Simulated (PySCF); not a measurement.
Species: C4H10SSi.
Bonds: C1–S2, S2–C3, C3–C4, C4–Si5, Si5–C6, C3–C6. Hydrogens: H7, H8, H9 on C1; H10 on C3; H11, H12 on C4; H13, H14 on Si5; H15, H16 on C6.

Torsions of this conformer, `[CH3:1][S:2][CH:3]1[CH2:4][SiH2:5][CH2:6]1`: C1–S2–C3–C4 179°.

The closed-shell ground state was solved at several levels (PySCF, density fitting, gas phase, non-relativistic). Geometry: PBE0-D3(BJ)/def2-SVP, one conformer, isolated molecule.

```csv
level,basis functions,HOMO (eV),LUMO (eV),gap (eV),dipole (D)
mPW1PW91/pcSseg-2,370,-6.28,-0.03,6.25,1.42
PBE0/pcSseg-1,166,-6.24,0.29,6.53,1.45
```

(1) Estimate the row for PBE0/def2-SVPD, a basis of 211 functions; the other rows only guide the guess.

(2) Over all these levels, which gives the widest orbital gap and which the narrowest?

(3) How far do the dipole and the HOMO energy spread over the levels?

Answers

(1) HOMO -6.26 eV, LUMO 0.10 eV, gap 6.36 eV, dipole 1.48 D.

(2) PBE0/pcSseg-1 (global hybrid, 25 % exact exchange) has the widest, 6.53 eV, and mPW1PW91/pcSseg-2 (global hybrid, 25 % exact exchange) the narrowest, 6.25 eV. Functional and basis both differ between the two, so the spread mixes both effects.

(3) The dipole runs from 1.42 to 1.48 D (mean 1.45 D) and the HOMO from -6.28 to -6.24 eV.
